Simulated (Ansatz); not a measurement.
Calculated with Ansatz (gas phase, PBE0-D4/def2-TZVP geometries, no zero-point term in ΔE). CCSD(T)/CBS is the MP2 limit (def2-TZVPP, def2-QZVPP) plus CCSD(T) − MP2 in def2-TZVPP, frozen cores. This one scheme is used for every species. DFT in def2-TZVPP. One conformer a species, not always the lowest.

Reaction (redistribution): `CO[SiH](N)[SiH3]` + `[SH][Al]([SH])[SH]` → `CO[SiH]([SiH3])S` + `[NH2][Al]([SH])[SH]`

```csv
level,ΔE (kJ/mol)
B2PLYP,10.1
SCS-MP2/def2-TZVPP,10.3
```

**Question.** What does CCSD(T)/CBS give? (An estimate is asked.)

**Answer.** The calculation gave: +11.3 kJ/mol. The listed levels differ from it by -1.2, -1.0 kJ/mol.

Largest T1 diagnostic among the species: 0.012.
